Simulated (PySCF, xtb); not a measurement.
GaF2, SMILES [F][Ga+][F], charge +1.

GFN2-xTB in xtb at its own geometry gives an orbital gap of 2.37 eV.

Geometry optimised at B3LYP-D3(BJ)/def2-TZVP. The spin state was assumed, not searched. The isomer is the one that the SMILES or the coordinates give; other isomers of the formula were not compared.

Task: What does HF/def2-TZVPD in PySCF give? (Estimate from the structure and the level; the computed values follow.)

Result: gap 17.48 eV (levels -24.44 and -6.96 eV).
